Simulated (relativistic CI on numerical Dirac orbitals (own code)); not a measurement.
**What each ingredient does to the levels of Cs40+**

Base calculation: Dirac-Coulomb-Breit CI, separate exchange-only KLI orbitals for each configuration, QED by a radiative potential, unscaled Slater integrals.

Configuration list (outside the closed core [Ne]): 3s2 3p3, 3s 3p4, 3s2 3p2 3d, 3p5, 3s 3p3 3d, 3p4 3d, 3s 3p2 3d2, 3s2 3p 3d 4p, 3p4 4s, 3s 3p2 3d 4s, 3p4 4p, 3s2 3p2 4s, 3s2 3p2 4p, 3p3 3d 4p, 3s2 3p2 4d, 3s 3p3 4s, 3s2 3p2 4f, 3s 3p3 4p, 3s 3p3 4d, 3s 3p3 4f, 3s2 3p2 5s, 3s2 3p2 5p, 3s2 3p 4s 4p, 3s2 3p2 5d, 3s2 3p2 5f, 3s2 3p2 5g, 3s 3p2 4s2, 3s 3p3 5s, 3s2 3p 3d2, 3s2 3d3, 3s 3p 3d3, 3s2 3d2 4s, 3s2 3d2 4p, 3s2 3d2 4d, 3p3 3d2, 3p2 3d3, 3p2 3d2 4s, 3p2 3d2 4p, 3p2 3d2 4d, 3s2 3p 3d 4s, 3s 3p 3d2 4s, 3s2 3d 4s2, 3s2 3d 4s 4p, 3s2 3d 4s 4d, 3s 3p2 3d 4p, 3s 3p 3d2 4p, 3s 3p 3d 4s 4p, 3s 3p 3d 4p2, 3s 3p 3d 4p 4d, 3p3 3d 4s, 3p2 3d 4s2, 3p2 3d 4s 4p, 3p2 3d 4s 4d, 3s2 3p 4s2, 3s 3p 3d 4s2, 3s2 4s2 4p, 3s2 4s2 4d, 3s2 3p 4p2, 3s2 3d 4p2, 3s2 4s 4p2, 3s2 4p3, 3s2 4p2 4d, 3s 3p2 4s 4p, 3s 3p 4s2 4p, 3s 3p 4s 4p2, 3s 3p 4s 4p 4d. Double excitations out of closed p, d and f shells are left out; levels of such configurations are missing from the list, as are those of other unlisted configurations, and high levels can miss mixing partners. These lack a partner that the ground configuration has and come out too high: 3s2 3p2 4f, 3s 3p3 4d, 3s 3p3 4f, 3s2 3p2 5s, 3s2 3p2 5p.

Variants: (1) P86 correlation estimate; (2) one mean potential for all configurations; (3) only the first 3 configurations. Shifts of the energy above 3s2 3p3 2P°_3/2, in cm⁻¹, for the lowest level and the first level of each name with at least 55 % of one term (blank where a level changes its place among those of its configuration and J or its character, or is not in the variant):

```
            Level     Base   Δ(1)  Δ(2)    Δ(3)
  3s2 3p3 2P°_3/2        0      0     0       0
  3s2 3p3 2D°_5/2   696658    +12   +47   +3716
  3s2 3p3 2P°_1/2   781574    +20   +54  +11038
3s2 3p2 3d 4D_1/2  1894002  +2343  -298  -12720
```

At this charge energies of transitions that change n are usually good to better than 1 %, and those within a shell (Δn = 0) to a few per cent.

Ionisation energy from the two ground configurations alone: base 2944.64 eV; P86 correlation estimate 2946.39 eV. The NIST ASD value (theoretical) is 2945 eV.

LS names give the leading component of a level, which can be under half, so a name can repeat, a term be missing and a line seem to break the LS rules.
